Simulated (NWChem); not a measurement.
System: H2BO3, doublet; SMILES [O]B(O)O

The following NWChem deck was run.

```
start job
memory heap 200 mb stack 900 mb global 1100 mb
geometry units angstroms noautosym
  O     -0.003138     0.000000    -1.530873
  B     -0.047431     0.000000    -0.288291
  O      0.036794    -1.215278     0.625394
  O      0.036794     1.215278     0.625394
  H     -0.300000    -1.043643     1.593309
  H     -0.299995     1.043643     1.593309
end
basis spherical
  * library def2-svp
end
dft
  odft
  mult 2
  xc xpbe96 cpbe96
  disp vdw 4
  grid fine
  iterations 150
end
driver
  maxiter 120
  tight
end
task dft optimize
task dft freq
```

Output (shortened):

```
             Northwest Computational Chemistry Package (NWChem) 7.3.0
             --------------------------------------------------------

                             Geometry "geometry" -> ""
                             -------------------------

 Output coordinates in angstroms (scale by  1.889725989 to convert to a.u.)

  No.       Tag          Charge          X              Y              Z
 ---- ---------------- ---------- -------------- -------------- --------------
    1 O                    8.0000     0.00568619     0.00000000    -1.51488858
    2 B                    5.0000    -0.03860681     0.00000000    -0.27230658
    3 O                    8.0000     0.04561819    -1.21527800     0.64137842
    4 O                    8.0000     0.04561819     1.21527800     0.64137842
    5 H                    1.0000    -0.29117581    -1.04364300     1.60929342
    6 H                    1.0000    -0.29117081     1.04364300     1.60929342

 Effective nuclear repulsion energy (a.u.)     102.9388197532

                                Z-matrix (autoz)
                                --------

 Units are Angstrom for bonds and degrees for angles

      Type          Name      I     J     K     L     M      Value
      ----------- --------  ----- ----- ----- ----- ----- ----------
    1 Stretch                  1     2                       1.24337
    2 Stretch                  2     3                       1.52277
    3 Stretch                  2     4                       1.52277
    4 Stretch                  3     5                       1.03911
    5 Stretch                  4     6                       1.03911
    6 Bend                     1     2     3               126.70290
    7 Bend                     1     2     4               126.70290
    8 Bend                     2     3     5               114.15195
    9 Bend                     2     4     6               114.15200
   10 Bend                     3     2     4               105.89296
   11 Torsion                  1     2     3     5        -162.55112
   12 Torsion                  1     2     4     6         162.55140
   13 Torsion                  3     2     4     6         -26.57789
   14 Torsion                  4     2     3     5          26.57817

  pbe96 is a nonlocal functional; adding pw91lda local functional.

                           NWChem Geometry Optimization
                           ----------------------------

[...]

      ----------------------
      Optimization converged
      ----------------------

  Step       Energy      Delta E   Gmax     Grms     Xrms     Xmax
  ---- ---------------- -------- -------- -------- -------- --------
@   20    -251.32488576 -1.5D-09  0.00001  0.00000  0.00002  0.00006
                                     ok       ok       ok       ok

                                Z-matrix (autoz)
                                --------

 Units are Angstrom for bonds and degrees for angles

      Type          Name      I     J     K     L     M      Value     Gradient
      ----------- --------  ----- ----- ----- ----- ----- ---------- ----------
    1 Stretch                  1     2                       1.38286   -0.00000
    2 Stretch                  2     3                       1.37388   -0.00000
    3 Stretch                  2     4                       1.37390    0.00001
    4 Stretch                  3     5                       0.97139   -0.00000
    5 Stretch                  4     6                       0.97139    0.00000
    6 Bend                     1     2     3               115.65280    0.00000
    7 Bend                     1     2     4               115.65115   -0.00000
    8 Bend                     2     3     5               114.38632   -0.00000
    9 Bend                     2     4     6               114.38625    0.00000
   10 Bend                     3     2     4               128.69605   -0.00000
   11 Torsion                  1     2     3     5        -179.98000   -0.00000
   12 Torsion                  1     2     4     6        -179.99856   -0.00000
   13 Torsion                  3     2     4     6           0.00119   -0.00000
   14 Torsion                  4     2     3     5           0.02025   -0.00000

[...]

 Rotational Constants
 --------------------
 A=   0.359856 cm-1  (  0.517741 K)
 B=   0.323860 cm-1  (  0.465953 K)
 C=   0.170455 cm-1  (  0.245242 K)

 Temperature                      =   298.15K
 frequency scaling parameter      =   1.0000

 Zero-Point correction to Energy  =   20.915 kcal/mol  (  0.033329 au)
 Thermal correction to Energy     =   23.651 kcal/mol  (  0.037691 au)
 Thermal correction to Enthalpy   =   24.244 kcal/mol  (  0.038635 au)

 Total Entropy                    =   67.164 cal/mol-K
   - Translational                =   38.228 cal/mol-K (mol. weight =  61.0097)
   - Rotational                   =   23.900 cal/mol-K (symmetry #  =        1)
   - Vibrational                  =    5.036 cal/mol-K

 Cv (constant volume heat capacity) =   13.523 cal/mol-K
   - Translational                  =    2.979 cal/mol-K
   - Rotational                     =    2.979 cal/mol-K
   - Vibrational                    =    7.564 cal/mol-K

[normal modes left out]

 ----------------------------------------------------------------------------
 Normal Eigenvalue ||           Projected Infra Red Intensities
  Mode   [cm**-1]  || [atomic units] [(debye/angs)**2] [(KM/mol)] [arbitrary]
 ------ ---------- || -------------- ----------------- ---------- -----------
    1     -391.521 ||    0.000000           0.000         0.000       0.000
    2       -0.000 ||    0.001762           0.041         1.718       0.245
    3       -0.000 ||    0.001689           0.039         1.646       0.234
    4        0.000 ||    0.002993           0.069         2.918       0.415
    5        0.000 ||    0.002133           0.049         2.079       0.296
    6        0.000 ||    0.009570           0.221         9.329       1.328
    7        0.000 ||    0.003451           0.080         3.365       0.479
    8      193.133 ||    0.225422           5.201       219.752      31.277
    9      382.515 ||    0.000044           0.001         0.043       0.006
   10      415.610 ||    0.016659           0.384        16.240       2.311
   11      619.929 ||    0.040782           0.941        39.756       5.658
   12      857.090 ||    0.000708           0.016         0.691       0.098
   13      866.379 ||    0.249207           5.749       242.939      34.577
   14      920.392 ||    0.069199           1.596        67.459       9.601
   15     1399.478 ||    0.383712           8.853       374.061      53.239
   16     1426.489 ||    0.157307           3.629       153.351      21.826
   17     3775.534 ||    0.018001           0.415        17.548       2.498
   18     3780.344 ||    0.114688           2.646       111.804      15.913
 ----------------------------------------------------------------------------

 ===============================================================================
      Negative Nuclear Hessian Mode    1  Eigenvalue =   -391.52 cm**(-1)
 -------------------------------------------------------------------------------
   Raw step length:  0.513 angstroms ;  The Raw step for this mode is:
    1 O                    8.0000    -0.00000187    -0.00001249     0.00000481
    2 B                    5.0000    -0.00000301     0.00001278    -0.00001302
    3 O                    8.0000     0.02231620     0.00000605     0.00206380
    4 O                    8.0000    -0.02230811     0.00000040    -0.00205194
    5 H                    1.0000    -0.36037593    -0.00005549    -0.03340584
    6 H                    1.0000     0.36031021     0.00001163     0.03328357

  Geometry after  100.0% step for mode  1; Step length =  0.513 angstroms
   Maximum component (any atom: x,y, or z) displacement:  0.681
    1 O                    8.0000     0.08495318    -0.00001057    -1.41230537
    2 B                    5.0000    -0.04224712     0.00000113    -0.03532362
    3 O                    8.0000    -0.07455233    -1.23847413     0.55900301
    4 O                    8.0000    -0.11933864     1.23848174     0.55487023
    5 H                    1.0000    -0.54688216    -1.21707526     1.49053753
    6 H                    1.0000     0.17397372     1.21703998     1.55724812

  Geometry after -100.0% step for mode  1; Step length =  0.513 angstroms
   Maximum component (any atom: x,y, or z) displacement:  0.681
    1 O                    8.0000     0.08495692     0.00001441    -1.41231499
    2 B                    5.0000    -0.04224109    -0.00002443    -0.03529758
    3 O                    8.0000    -0.11918472    -1.23848624     0.55487541
    4 O                    8.0000    -0.07472242     1.23848094     0.55897412
    5 H                    1.0000     0.17386969    -1.21696429     1.55734921
    6 H                    1.0000    -0.54664670     1.21701671     1.49068097

  Geometry after   50.0% step for mode  1; Step length =  0.256 angstroms
   Maximum component (any atom: x,y, or z) displacement:  0.341
    1 O                    8.0000     0.08495412    -0.00000432    -1.41230778
    2 B                    5.0000    -0.04224561    -0.00000526    -0.03531711
    3 O                    8.0000    -0.08571043    -1.23847716     0.55797111
    4 O                    8.0000    -0.10818459     1.23848154     0.55589620
    5 H                    1.0000    -0.36669420    -1.21704752     1.50724045
    6 H                    1.0000    -0.00618139     1.21703416     1.54060633

  Geometry after  -50.0% step for mode  1; Step length =  0.256 angstroms
   Maximum component (any atom: x,y, or z) displacement:  0.341
    1 O                    8.0000     0.08495598     0.00000817    -1.41231259
    2 B                    5.0000    -0.04224260    -0.00001804    -0.03530409
    3 O                    8.0000    -0.10802663    -1.23848321     0.55590731
    4 O                    8.0000    -0.08587647     1.23848114     0.55794814
    5 H                    1.0000    -0.00631827    -1.21699203     1.54064629
    6 H                    1.0000    -0.36649160     1.21702253     1.50732276

  Geometry after   29.4% step for mode  1; Step length =  0.151 angstroms
   Maximum component (any atom: x,y, or z) displacement:  0.200
    1 O                    8.0000     0.08495450    -0.00000175    -1.41230877
    2 B                    5.0000    -0.04224499    -0.00000789    -0.03531443
    3 O                    8.0000    -0.09031469    -1.23847841     0.55754531
    4 O                    8.0000    -0.10358199     1.23848146     0.55631955
    5 H                    1.0000    -0.29234168    -1.21703607     1.51413272
    6 H                    1.0000    -0.08052034     1.21703176     1.53373929

  Geometry after  -29.4% step for mode  1; Step length =  0.151 angstroms
   Maximum component (any atom: x,y, or z) displacement:  0.200
    1 O                    8.0000     0.08495560     0.00000559    -1.41231160
    2 B                    5.0000    -0.04224322    -0.00001540    -0.03530678
    3 O                    8.0000    -0.10342236    -1.23848196     0.55633311
    4 O                    8.0000    -0.09047907     1.23848122     0.55752479
    5 H                    1.0000    -0.08067078    -1.21700348     1.53375402
    6 H                    1.0000    -0.29215264     1.21702493     1.51418980

  Geometry after   14.7% step for mode  1; Step length =  0.075 angstroms
   Maximum component (any atom: x,y, or z) displacement:  0.100
    1 O                    8.0000     0.08495478     0.00000009    -1.41230948
    2 B                    5.0000    -0.04224455    -0.00000977    -0.03531251
    3 O                    8.0000    -0.09359161    -1.23847930     0.55724226
    4 O                    8.0000    -0.10030626     1.23848140     0.55662086
    5 H                    1.0000    -0.23942396    -1.21702792     1.51903805
    6 H                    1.0000    -0.13342842     1.21703005     1.52885191

  Geometry after  -14.7% step for mode  1; Step length =  0.075 angstroms
   Maximum component (any atom: x,y, or z) displacement:  0.100
    1 O                    8.0000     0.08495532     0.00000376    -1.41231089
    2 B                    5.0000    -0.04224366    -0.00001352    -0.03530869
    3 O                    8.0000    -0.10014545    -1.23848107     0.55663616
    4 O                    8.0000    -0.09375480     1.23848128     0.55722348
    5 H                    1.0000    -0.13358851    -1.21701163     1.52884870
    6 H                    1.0000    -0.23924457     1.21702664     1.51907717
```

Level: PBE-D3(BJ)/def2-SVP, spin-unrestricted. The printed entropy takes a lower symmetry number than the molecule has. The optimisation ended at a saddle point (imaginary frequency).
